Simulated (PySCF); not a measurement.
## CaGa: one state, many levels of theory

State: ²Π (doublet), unpaired electrons π ↑. Set-up: Ca x2c-SVPall, Ga x2c-SVPall; spin-free X2C with a Gaussian nucleus (PySCF 2.14). De refers to Ca + Ga in their high-spin ground configurations, without counterpoise correction. The functionals are run spin-unrestricted. A positive dipole means Ca(−)Ga(+). Levels whose curve was spin-contaminated or gave no clean fit are not listed.

```tsv
Level	Re (Å)	ωe (cm⁻¹)	De (eV)	μ (D)	CPU s a point (SCF and correlation, without the integrals)
ROHF-MP2	3.272	106	0.306	n/a	0.26
ROHF-SCS-MP2	3.342	91.9	0.229	n/a	n/a
PBE	3.089	151	0.76	-2.14	0.95
PBEsol	3.048	159	0.87	-2.22	0.69
M06-L	3.099	149	0.67	-2.02	1.2
```

Correlated steps freeze 14 core orbitals. Correlated levels converge slowly with the basis: in double zeta they bind strong bonds too weakly, by up to about 1 eV, and carry superposition errors of some tenths. Spin–orbit coupling is left out. The state is the lowest determinant that a PBE0 search found; another state may lie lower at other levels.

The whole job (state search and all levels along the bond) took about 2.6 min on 1 thread of Arm Neoverse V2 (shared host), peak memory 0.77 GiB.
